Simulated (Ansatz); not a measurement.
Total energies of GeH₁₄N₂Si₄ (`[SiH3][N]([SiH3])[GeH2][N]([SiH3])[SiH3]`).

```xyz
21

Si   -0.128   -1.325   -2.657
N    -0.689   -0.743   -1.127
Si   -2.005    0.381   -1.025
Ge    0.148   -1.259    0.434
N     0.746    0.261    1.292
Si    0.203    0.631    2.894
Si    1.810    1.330    0.437
H     1.354   -1.233   -2.745
H    -0.742   -0.483   -3.718
H    -0.510   -2.744   -2.894
H    -1.599    1.758   -1.415
H    -3.120   -0.042   -1.914
H    -2.480    0.407    0.385
H    -0.839   -1.939    1.397
H     1.319   -2.164    0.023
H     0.618    2.025    3.203
H     0.795   -0.282    3.910
H    -1.277    0.519    2.993
H     2.342    0.597   -0.744
H     2.941    1.748    1.308
H     1.114    2.556   -0.037
```

The species carries charge 0 and has multiplicity 1. Correlated methods include outer-core shells of Ge, which these sets cover unevenly. Scalar relativity is left out up to krypton. The geometry is a stationary point of PBE0-D4/def2-TZVP. It is one conformer, not always the lowest. Basis def2-TZVPP, the Gaussian-basis code of Ansatz.

RPA on PBE orbitals: Hartree–Fock energy of these orbitals -3348.23360 Eh, correlation -2.10564 Eh (frozen core).

| functional | kind | energy without D4 (Eh) | D4 term (kJ/mol) |
| --- | --- | --- | --- |
| ωB97X-V | range-separated hybrid GGA with VV10 | -3352.68544 | – |
| ωB97M-V | range-separated hybrid meta-GGA with VV10 | -3352.81317 | – |

Problem. Give the same for LDA (SPW92), PBE, revPBE, BLYP, r2SCAN, B97M-V, PBE0, B3LYP, r2SCANh, r2SCAN0, HSE06 (plane-wave form), BHLYP, CAM-B3LYP, LC-ωPBE, B2PLYP, PBE-QIDH. (Estimate.)

Solution. The calculation gave: 
```
             functional                                kind  energy without D4 (Eh)  D4 term (kJ/mol)
            LDA (SPW92)                                 LDA             -3344.26822                 –
                    PBE                                 GGA             -3351.98564             -73.7
                 revPBE                                 GGA             -3352.61029            -185.7
                   BLYP                                 GGA             -3353.04366            -153.6
                 r2SCAN                            meta-GGA             -3352.89913             -19.7
                 B97M-V                  meta-GGA with VV10             -3352.38508                 –
                   PBE0  global hybrid, 25 % exact exchange             -3352.18308             -64.4
                  B3LYP                 global hybrid, 20 %             -3353.21906            -118.3
                r2SCANh               meta-GGA hybrid, 10 %             -3352.88118             -21.3
                r2SCAN0               meta-GGA hybrid, 25 %             -3352.85663             -23.6
HSE06 (plane-wave form)                     screened hybrid             -3352.15012             -61.0
                  BHLYP                 global hybrid, 50 %             -3353.00049            -100.4
              CAM-B3LYP              range-separated hybrid             -3353.17389             -67.2
                LC-ωPBE         long-range corrected hybrid             -3352.38165                 –
                 B2PLYP                       double hybrid             -3352.13514                 –
               PBE-QIDH                       double hybrid             -3351.52075                 –
```

B3LYP takes the VWN-RPA correlation (the form of Gaussian; ORCA's B3LYP/G). HSE06 is the plane-wave form, built on full-range PBE exchange. The double hybrids freeze the cores in their second-order part.

LC-ωPBE has ω = 0.4 bohr⁻¹.
